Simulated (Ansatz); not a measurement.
Pulling on the O3–H4 bond in BeH2O (SMILES [BeH][OH]) (multiplicity 1 held, fragments rigid). Energies count from the point at 0.952 Å.
Geometry at that point (charge 0, multiplicity 1):
```xyz
4

Be    -0.7841    -0.3530     0.0298
H     -1.9953    -0.8949     0.0798
O      0.5111     0.1852    -0.0736
H      1.0425     0.8250     0.3897
```

Unrestricted levels (U-) break spin symmetry where that is lower. Active spaces are followed from a long bond inwards. Curves can end on different states.

Frozen-core correlation.

Run with Ansatz (a program for electronic structure). Values without a source in brackets are computed.

Energies in kcal/mol.

| R (Å) | U-HF/aug-cc-pVDZ | U-MP2/aug-cc-pVDZ | FIC-MRCISD on CASSCF(4,3)/aug-cc-pVDZ | FIC-MRCISD+Q on CASSCF(4,3)/aug-cc-pVDZ |
|---|---|---|---|---|
| 0.762 | 34.3 | 39.6 | 38.7 | 39.2 |
| 0.857 | 5.3 | 8.0 | 7.5 | 7.8 |
| 0.952 | 0.0 | 0.0 | 0.0 | 0.0 |
| 1.047 | 7.1 | 4.4 | 4.8 | 4.6 |
| 1.142 | 20.5 | 15.1 | 15.7 | 15.3 |
| 1.285 | 45.3 | 35.9 | 36.7 | 36.1 |
| 1.428 | 70.7 | 63.2 | 58.2 | 57.6 |
| 1.666 | 91.8 | 114.3 | 88.7 | 88.6 |
| 1.904 | 96.1 | 128.6 | 109.2 | 109.8 |
| 2.190 | 96.0 | 131.9 | 120.6 | 121.9 |
| 2.570 | 95.2 | 132.3 | 124.5 | 126.0 |
| 3.046 | 94.8 | 132.3 | 125.3 | 127.0 |

Doubts at one or more of the structures used: a spin-contaminated determinant (U-HF/aug-cc-pVDZ, U-MP2/aug-cc-pVDZ); active orbitals that take no part (FIC-MRCISD on CASSCF(4,3)/aug-cc-pVDZ, FIC-MRCISD+Q on CASSCF(4,3)/aug-cc-pVDZ).
